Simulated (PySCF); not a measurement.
An unknown shows these calculated signals:

$^{1}$H NMR (600 MHz, computed): δ 6.18 (br s, 1H), 6.03 (m, 1H), 5.63 (m, 1H), 5.61 (br s, 1H), 2.58 (m, 1H), 2.00 (s, 3H), 1.94 (m, 1H), 1.72 (m, 1H).

$^{13}$C{$^{1}$H} NMR (computed): δ 148.3 (C), 135.3 (CH2), 124.2 (C), 26.6 (CH3), 18.8 (CH), 13.2 (CH2).

[PySCF 2.14: GIAO PBE0/pcSseg-1 shieldings; coordinates at the GFN2-xTB level; gas phase; non-relativistic Hamiltonian; single conformer; equivalent nuclei averaged]

δ = σ(ref) − σ, references computed at the same level: $^{1}$H (σ = 31.72 ppm), $^{13}$C (σ = 186.93 ppm) vs TMS.

Which of these does the molecule contain: an ester, a CH3CH2 unit, a non-aromatic C=C double bond, a Si–CH3 group, a nitrile, a Si–H bond?

Answers


- An ester: no.
- A CH3CH2 unit: no.
- A non-aromatic C=C double bond: yes.
- A Si–CH3 group: no.
- A nitrile: yes (δC 124.2).
- A Si–H bond: yes (δH 5.63 (m)).

The data belong to SMILES N#C[C@@H]1C[Si@@H](C(=C)C)[Si@@H]1F, C$_{6}$H$_{10}$FNSi$_{2}$; they needn't prove each group on their own.

Carbon signals by region: 3 in the sp2 and nitrile region (100–160 ppm), 3 below 50 ppm.

Splittings by $^{19}$F in the carbon and heteronuclear signals aren't shown, as no couplings were computed. Shifts are as computed. Against solution values, carbons near 30 ppm lie about +3 ppm off and those near 130 ppm about +5 ppm. Of 1309 compounds with measured shifts, 239 miss one by over three times the rms of a fit or turn the order of signals round; such compounds aren't used in these exercises. Multiplicities follow the n + 1 count of equivalent neighbours, as no J values were calculated; m marks all less simple cases, F and P coupling included.
